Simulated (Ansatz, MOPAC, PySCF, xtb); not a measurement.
Noncovalent pair: SiH4 (SMILES [SiH4]) (first 5 atoms) with C3H4 (SMILES C=C=C); geometry from B3LYP-D3(BJ)/def2-TZVP, rigid monomers moved along the line of their centres of mass till Si1···C6 is 3.29 Å.
(charge 0, multiplicity 1):
```xyz
12

Si    -0.1137     0.3464     0.2517
H      1.2281     0.6215     0.8093
H     -0.0152     0.2466    -1.2242
H     -1.0399     1.4455     0.6010
H     -0.6271    -0.9333     0.7873
C     -0.4433     1.0098     3.4608
C      0.0619    -0.1883     3.4755
C      0.5670    -1.3856     3.4773
H      0.1833     1.8827     3.3187
H     -1.5068     1.1745     3.5893
H      0.6586    -1.9549     2.5594
H      0.9113    -1.8517     4.3931
```

Interaction energies are E(AB) − E(A) − E(B) at the monomers' geometry in the complex; basis-set methods are counterpoise corrected. Rows marked so take none.

Rows in 3-21G, 6-311+G**, 6-31G* carry no dispersion term and start afresh at each structure (6-31G* with six Cartesian d functions). MP2/6-31G* freezes PySCF's default core. The state reached by PM6 isn't checked.

The values were computed with Ansatz (an electronic-structure program) with Gaussian orbitals; MOPAC for PM6 (differences of heats of formation); PySCF for 3-21G rows, 6-311+G** rows, 6-31G* rows, the dispersion terms; xtb for the GFN methods. Values without a source in brackets are computed.

| level | interaction energy (kcal/mol) |
|---|---|
| GFN-FF | -0.21 |
| PM6 | -0.57 |
| HF/3-21G (no counterpoise) | 1.85 |
| PBE-D3(BJ)/def2-TZVPPD | -1.19 |
| BP86/6-31G* (no counterpoise) | 1.74 |
| r2SCAN/def2-TZVPPD | -0.20 |
| B3LYP/6-311+G** (no counterpoise) | 2.63 |
| PBE0-D4/def2-TZVPPD | [?] |
| MP2/6-31G* (no counterpoise) | [?] |

**Question.** Fill in the missing entries.

**Answer.** 
- PBE0-D4/def2-TZVPPD, interaction energy (kcal/mol): -1.10
- MP2/6-31G* (no counterpoise), interaction energy (kcal/mol): 0.09
